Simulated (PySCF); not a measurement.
# What each rung costs, and what it gives

Saddle point of BH5SeS, closed shell (BH₃S ([BH2][SH]) + H₂Se → BH₃Se ([BH2][SeH]) + H₂S (still joined by a long B–S bond); bonds formed: S2–H5; dative contacts that become bonds: B1–Se6; bonds broken: H5–Se6; bonds weakened to dative contacts: B1–S2), PBE0-D4/def2-TZVP structure:

B1  (-0.624, -0.502, -0.180)
S2  (0.972, -0.166, -1.274)
H3  (-0.578, -1.615, 0.251)
H4  (-1.630, -0.126, -0.705)
H5  (0.982, 0.747, 0.176)
Se6  (-0.183, 0.867, 1.431)
H7  (0.511, 0.889, -1.965)
H8  (0.550, -0.094, 2.266)
(Å)

Barriers are electronic and count from the start structure reached by relaxing down the imaginary mode.

Computed with PySCF 2.14 with density fitting (its default auxiliary sets; JK sets also for MP2 and CCSD(T)) (basis: as named in each row); correlated methods freeze the cores. Filled d shells of the heavier atoms are correlated. The def2 sets are not built for correlating such inner shells, so the correlated values are less sure here. B3LYP uses VWN-RPA correlation. Extrapolation: Hartree–Fock as exp(−7.88 √X), correlation as X^−2.97.

Times are rough, for one single point on 4 threads of a shared host (Arm Neoverse V2).

The estimate by CCSD(T) at an estimated basis limit (MP2 extrapolated from triple and quadruple zeta, plus CCSD(T) − MP2 in triple zeta) is 0.605 eV.

```tsv
method	basis	time (s)	barrier (eV)	method less estimate
HF	STO-3G	under 1	0.974	0.369
B3LYP-D4	6-31G	3	0.597	-0.008
PBE0-D4	def2-SVP	4	0.456	-0.149
PBE-D4	def2-SVP	4	0.308	-0.297
MP2	def2-QZVPP	6	0.527	-0.078
SPW92	def2-TZVPP	7	0.183	-0.422
PBE-D4	def2-TZVPP	9	0.340	-0.265
BHLYP-D4	def2-TZVPP	9	0.767	0.162
B3LYP-D4	def2-TZVPP	9	0.582	-0.023
PBE0-D4	def2-TZVPP	9	0.478	-0.127
CCSD(T)	def2-SVP	20	0.693	0.088
r2SCAN-D4	def2-TZVPP	20	0.443	-0.162
wB97M-V	def2-TZVPP	130	0.649	0.044
CCSD(T)	def2-TZVPP	380	0.646	0.041
```

All methods are single points on the PBE0-D4 structures.

The T1 diagnostic stays at or below 0.011.

Labels in which every atom is bracketed show which atoms are joined, not bond orders.
